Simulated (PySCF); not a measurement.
Consider ethylgermane, `C[CH2][GeH3]` (C2H8Ge). Atom numbers as in the mapped SMILES `[CH3:1][CH2:2][GeH3:3]`.

Computed at M06-2X/def2-TZVP // PBE0-D3(BJ)/def2-SVP with PySCF (density fitting, grid level 3). Thermal corrections: GFN2-xTB frequencies, unscaled, ideal gas at 298.15 K and 1 bar, quasi-RRHO entropy. These were taken at the GFN2-xTB minima.

(1) Rank these bonds by dissociation enthalpy, weakest first.
A. C2–Ge3
B. C1–H
C. Ge3–H
D. C1–C2

Not ranked, since the method can't order them against a listed neighbour: C2–H (407 kJ/mol).

(2) For C1–H, what are ΔE (electronic) and ΔG(298 K) of the homolysis?

Results:

(1) A (298 kJ/mol), C (334 kJ/mol), D (369 kJ/mol), B (404 kJ/mol).

(2) ΔE = 438 and ΔG = 366 kJ/mol, beside ΔH = 404 kJ/mol. The radicals are `[CH2][CH2][GeH3]` and H•.

Caveats: spin-orbit coupling is left out of the energies, which matters for open shells on the heavier atoms; atoms from Ga to Kr are treated without relativity; the order of C1–H and C2–H is undecided: the gaps lie inside the method's error (some 10 kJ/mol, one structure a species).
